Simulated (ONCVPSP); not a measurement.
## titanium: ONCV pseudisation with LDA (Perdew-Wang 92), scalar-relativistic reference atom.

```
Element                 : Ti
Generator               : ONCVPSP 4.0.1
Type                    : optimised norm-conserving Vanderbilt (ONCV)
Functional              : LDA (Perdew-Wang 92)
Relativity              : scalar-relativistic
Frozen core             : [Ne]
Valence charge          : 12
Reference configuration : 3s2 3p6 3d2 4s1.5 4p0.5
Partial waves           : 3s+4s: rc 1.95 bohr, ncon 4, nbas 7, qcut 7.1 1/bohr, 2 projectors; 3p+4p: rc 1.60 bohr, ncon 5, nbas 9, qcut 10.8 1/bohr, 2 projectors; 3d: rc 1.70 bohr, ncon 4, nbas 8, qcut 10.7 1/bohr, 3 projectors, debl 0.4 Ha
Local potential         : polynomial inside 1.40 bohr (lpopt 5, dvloc0 0 Ha)
Core correction         : none
```

All-electron outer shells of the reference configuration (LDA (PZ), scalar-relativistic, ld1.x):

```
shell  level (eV)  outermost node (bohr)  outermost maximum (bohr)
   2s     -536.14                   0.09                      0.27
   2p     -444.65                      –                      0.22
   3s      -62.95                   0.40                      0.87
   3p      -39.47                   0.37                      0.90
   3d       -5.10                      –                      0.97
   4s       -5.01                   1.24                      2.85
   4p       -1.87                   1.39                      3.75
```

What the tests gave:

- Cutoffs needed: 36 Ha and 42 Ha (the cutoffs (Ha) at which the residual kinetic energy of the hardest occupied pseudo-wave falls to 1 and 0.1 mHa per electron)
- Ghost test: no bound ghost flagged; no localised positive-energy state flagged
- Configuration tests: 1 of 4 tests not solved or not reliable

Generation and tests took about 8 s on one core of a shared server CPU.
